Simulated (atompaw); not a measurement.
## gallium (Ga): PAW (atompaw) pseudisation with LDA (PW92), scalar-relativistic reference atom.

```json
{"Element": "Ga", "Generator": "atompaw 4.2.0.5", "Type": "PAW", "Functional": "LDA (PW92)", "Relativity": "scalar-relativistic", "Frozen core": "[Ar] 3d10", "Valence charge": "3", "Reference configuration": "4s1.75 4p1.25", "Partial waves": "4s (bound): rc 1.70 bohr; 4s channel at 0.05 Ry: rc 1.65 bohr; 4p (bound): rc 1.70 bohr; 4p channel at 0.15 Ry: rc 1.70 bohr", "Local potential": "troulliermartins scheme with l = 2 at 0 Ry, radius 1.10 bohr", "Core correction": "smooth core density matched at 1.65 bohr", "Augmentation charge": "sinc compensation charge, radius 1.65 bohr; PAW radius 1.70 bohr; waves and projectors: custom polynom2 7 10 vanderbiltortho"}
```

All-electron outer shells of the reference configuration (LDA (PW92), scalar-relativistic, ld1.x):

| shell | level (eV) | outermost node (bohr) | outermost maximum (bohr) |
| --- | --- | --- | --- |
| 3p | -99.16 | 0.24 | 0.56 |
| 3d | -19.90 | – | 0.53 |
| 4s | -9.47 | 0.81 | 1.87 |
| 4p | -2.94 | 0.87 | 2.50 |

Does the generator finish with these settings?

Yes, a potential is produced.

Estimate the cutoffs (Ry, on a coarse ladder) from which the occupation-weighted sum of valence levels, in a spherical-Bessel basis at the reference potential, stays within 10 and 1 mRy of its value at 400 Ry.

18 Ry and 21 Ry.

What does a ghost test show?

Ghost states, extra bound levels that the all-electron valence spectrum of the same l lacks: s at -707.8 eV, p at -153.3 eV, d at -21.4 eV. A true bound ghost makes a file unfit for plane-wave use.

Is the overlap operator S = 1 + Σ q|β⟩⟨β| positive definite (Bessel basis up to 400 Ry)?

Yes: its lowest eigenvalue is 0.48 (p channel).
